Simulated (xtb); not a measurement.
Here is a job for xtb.
```
$ xtb mol.xyz --gfn 2 --uhf 1 --ohess --json

# file mol.xyz
9

Si     1.71516953    -0.02407226     0.40586516
P     -0.01171265    -0.32688551    -0.96401839
Si    -1.70604912     0.27861140     0.34479646
H      2.90877293    -0.43611419    -0.32837985
H      1.82873691     1.38396675     0.79412636
H      1.57325971    -0.83041285     1.62069765
H     -1.80072187    -0.60210178     1.51167243
H     -2.91838096     0.16796599    -0.46241631
H     -1.54366261     1.65643084     0.81531288
```

### Question
What does this run give for the harmonic frequencies (imaginary ones negative), zero-point energy, total energy at the end of the optimisation?

### Answer

The harmonic frequencies (imaginary ones negative) is 46, 54, 116, 448, 452, 457, 474, 523, 550, 745, 770, 771, 784, 786, 794, 2221, 2228, 2234, 2240, 2275, 2279 cm⁻¹. The zero-point energy comes out as 30.4 kcal/mol and the total energy at the end of the optimisation comes out as -9.0013 Eh.
